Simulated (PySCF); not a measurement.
EPR parameters of C2H10FN2Si2

Compound: C2H10FN2Si2 (doublet state).
Numbering: `[CH2:1][Si@:2]([NH2:3])([F:4])[SiH2:5][NH:6][CH3:7]` (hydrogens: H8, H9 on C1; H10, H11 on N3; H12, H13 on Si5; H14 on N6; H15, H16, H17 on C7)

Geometry (GFN2-xTB, Å), atoms numbered from 1 in this order:
```
atom  x, y, z in Å
C1    -1.0574    1.8383    0.2205
Si2   -1.4351    0.0630    0.4007
N3    -2.9752   -0.3914   -0.2280
F4    -1.6025   -0.3251    1.9713
Si5    0.3212   -1.3146   -0.3387
N6     1.8727   -0.8271    0.2320
C7     2.4211    0.4743   -0.0639
H8    -1.0244    2.3010   -0.7518
H9    -0.4440    2.3412    0.9502
H10   -3.4185   -1.2233    0.1231
H11   -3.1742   -0.2688   -1.2045
H12    0.4192   -1.2513   -1.8066
H13    0.2454   -2.7164    0.0919
H14    2.1395   -1.1342    1.1558
H15    2.2505    0.6937   -1.1161
H16    3.4957    0.4802    0.1235
H17    1.9590    1.2726    0.5296
```

The hyperfine couplings belong to this conformer and change with its torsions.

The calculation used UKS B3LYP, pcH-1 on C F H N Si, non-relativistic, mean-field spin-orbit, GIAO in PySCF 2.14.0. The structure is a single GFN2-xTB conformer in the gas phase; no vibrational or solvent corrections. Couplings are sensitive to structure, and on GFN2-xTB geometries they can be far from those on DFT ones. No stability test was run, so a lower SCF solution isn't excluded.

```json
{"g1, g2, g3": "2.00205, 2.00273, 2.00305", "g_iso": "2.00261", "Form of g": "rhombic: the two nearest values differ by 32 % of g3 − g1", "⟨S²⟩": "0.7543 (exact 0.7500)", "α and β electrons": "37, 36", "Total energy": "-870.66151 Eh"}
```

Hyperfine couplings atom by atom, in MHz; T1 to T3 are the principal values of the dipolar part:

```
atom  isotope  a_iso  of which spin–orbit     T1     T2     T3  Mulliken spin population
  C1      13C  102.9                 -0.1  -72.8  -72.8  145.6                      1.00
 Si2     29Si   48.4                 -0.1   -4.4   -0.4    4.7                     -0.01
  N3      14N    8.0                  0.0   -0.6   -0.5    1.1                      0.01
  F4      19F   27.3                  0.0   -7.6   -5.5   13.2                      0.00
 Si5     29Si  -44.0                  0.1  -13.8    6.4    7.3                      0.04
  N6      14N    1.2                  0.0   -0.7   -0.6    1.2                      0.01
  C7      13C    1.0                  0.0   -1.0   -0.7    1.7                      0.00
  H8       1H  -52.0                  0.0  -35.2   -1.2   36.3                     -0.04
  H9       1H  -51.9                  0.0  -35.0   -1.2   36.3                     -0.04
 H10       1H    0.2                  0.0   -1.7   -1.3    3.0                      0.00
 H11       1H    0.0                  0.0   -2.1   -1.5    3.6                      0.00
 H12       1H    2.0                  0.0   -1.6   -0.8    2.4                      0.00
 H13       1H   31.7                  0.0   -1.4   -0.6    2.0                      0.02
 H14       1H   -0.6                  0.0   -1.2   -0.5    1.8                      0.00
 H15       1H   -0.3                  0.0   -1.5   -1.3    2.8                      0.00
 H16       1H    6.0                  0.0   -0.9   -0.7    1.6                      0.00
 H17       1H    8.4                  0.0   -3.2   -1.8    5.0                      0.00
```

The largest Mulliken spin population is on C1 (+1.00). The angles at C1 add up to 354.4°, so it is nearly planar; its axial dipolar tensor and the negative couplings of its protons fit spin in a p orbital normal to that plane.

Axes: g2 points within 11° of the C1–Si2 bond.

Under fast tumbling the dipolar parts average out, and these isotropic splittings remain (the largest six): 2 × 1H (H8/H9, I = 1/2, 3 lines) with 1.85 mT, 1 × 1H (H13, I = 1/2, 2 lines) with 1.13 mT, 1 × 19F (F4, I = 1/2, 2 lines) with 0.97 mT, 1 × 14N (N3, I = 1, 3 lines) with 0.28 mT, 3 × 1H (H15/H16/H17, I = 1/2, 4 lines) with 0.17 mT and 1 × 1H (H12, I = 1/2, 2 lines) with 0.07 mT.

Nuclei that the bonding pattern makes equivalent are averaged, as if the motion that swaps them (rotation, inversion, ring flip) were fast. The three 1H nuclei of mean +4.7 MHz run from -0.3 to 8.4 MHz in the frozen geometry.

The 29Si coupling of Si2 (48.4 MHz) shows only in satellite lines or after enrichment, since that isotope makes up about 4.7 % of natural silicon.

The 13C coupling of C1 (102.9 MHz) shows only in satellite lines or after enrichment, since that isotope makes up about 1.07 % of natural carbon.

The spin density at the nucleus, in bohr⁻³, is negative for Si2 (-0.0545) and H8/H9 (-0.0116), for instance. A restricted open-shell determinant has no negative spin density anywhere; here it arises because α and β orbitals differ (spin polarisation).
